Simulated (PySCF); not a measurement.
## NMR parameters of BEt2(NH2)

BEt2(NH2), C4H12BN, point group C1.

Geometry:
```json
{"atom": "B1", "x (Å)": "-0.440", "y (Å)": "-0.735", "z (Å)": "-0.031"}
{"atom": "C2", "x (Å)": "1.144", "y (Å)": "-0.770", "z (Å)": "-0.153"}
{"atom": "C3", "x (Å)": "1.885", "y (Å)": "-0.006", "z (Å)": "0.943"}
{"atom": "H4", "x (Å)": "1.405", "y (Å)": "-0.330", "z (Å)": "-1.135"}
{"atom": "H5", "x (Å)": "1.510", "y (Å)": "-1.811", "z (Å)": "-0.197"}
{"atom": "H6", "x (Å)": "2.979", "y (Å)": "-0.047", "z (Å)": "0.813"}
{"atom": "H7", "x (Å)": "1.601", "y (Å)": "1.058", "z (Å)": "0.960"}
{"atom": "H8", "x (Å)": "1.661", "y (Å)": "-0.413", "z (Å)": "1.942"}
{"atom": "C9", "x (Å)": "-1.218", "y (Å)": "0.632", "z (Å)": "0.191"}
{"atom": "C10", "x (Å)": "-0.884", "y (Å)": "1.711", "z (Å)": "-0.839"}
{"atom": "H11", "x (Å)": "-0.954", "y (Å)": "1.005", "z (Å)": "1.199"}
{"atom": "H12", "x (Å)": "-2.310", "y (Å)": "0.466", "z (Å)": "0.217"}
{"atom": "H13", "x (Å)": "-1.430", "y (Å)": "2.649", "z (Å)": "-0.651"}
{"atom": "H14", "x (Å)": "0.190", "y (Å)": "1.955", "z (Å)": "-0.838"}
{"atom": "H15", "x (Å)": "-1.138", "y (Å)": "1.387", "z (Å)": "-1.861"}
{"atom": "N16", "x (Å)": "-1.162", "y (Å)": "-1.929", "z (Å)": "-0.135"}
{"atom": "H17", "x (Å)": "-2.172", "y (Å)": "-1.971", "z (Å)": "-0.091"}
{"atom": "H18", "x (Å)": "-0.723", "y (Å)": "-2.832", "z (Å)": "-0.258"}
```

GIAO calculations in PySCF 2.14.0 with density-fitted response routines on the PBE0-D3(BJ)/def2-SVP structure: isolated species, non-relativistic, equivalent atoms averaged; basis pcSseg-1.

Problem. Give the isotropic shieldings (ppm) with KT2, PBE0.

Solution. 
| atoms | environment | KT2 | PBE0 |
| --- | --- | --- | --- |
| N16 | nitrogen bonded to B, 2 H | 158.9 | 159.2 |
| C2/C9 | carbon bonded to C, B, 2 H | 167.5 | 169.6 |
| C3/C10 | carbon bonded to C, 3 H | 171.0 | 173.0 |
| B1 | boron bonded to 2 C, N | 58.1 | 54.2 |
| H17/H18 | hydrogen on a nitrogen bonded to B | 27.69 | 27.82 |
| H6/H7/H8/H13/H14/H15 | hydrogen on a carbon bonded to C | 30.20 | 30.31 |
| H4/H5/H11/H12 | hydrogen on a carbon bonded to C, B | 30.47 | 30.63 |
| HOMO–LUMO gap (eV) | – | 6.54 | 8.86 |

Problem. And the chemical shifts, against references computed in the same way?

Solution. 
```csv
atoms,"nucleus, reference",KT2,PBE0
N16,"15N, NH3",105.4,106.5
C2/C9,"13C, TMS",15.7,14.8
C3/C10,"13C, TMS",12.2,11.4
B1,"11B, BF3·OEt2",41.8,46.5
H17/H18,"1H, TMS",3.49,3.45
H6/H7/H8/H13/H14/H15,"1H, TMS",0.98,0.96
H4/H5/H11/H12,"1H, TMS",0.71,0.64
```

Problem. Which part of the shielding of N16 depends on the functional?

Solution. Diamagnetic: KT2 317, PBE0 316 ppm; paramagnetic: KT2 -158, PBE0 -157 ppm.

Problem. What couplings does B3LYP/pcJ-1 (spin–dipole term only in couplings to heteroatoms) give?

Solution. 1J(C3,H6) = 131.7, 1J(C2,H4) = 120.8, 1J(N16,H17) = -84.5, 1J(B1,C2) = 57.1, 1J(C2,C3) = 34.1, 1J(B1,N16) = -28.4, 2J(H4,H5) = -15.7, 2J(H6,H7) = -14.0, 2J(B1,H4) = -5.9, 2J(C2,C9) = 5.5, 2J(C3,H4) = -4.7, 2J(C2,N16) = -3.2, 2J(C2,H6) = -2.8, 3J(H4,H6) = 9.1 Hz (averaged over equivalent pairs; isotopes 13C, 1H, 15N, 11B).

Experimental scales use liquid or dissolved standards, which lie at an offset from isolated NH3 (liquid NH3: subtract about 20 ppm).
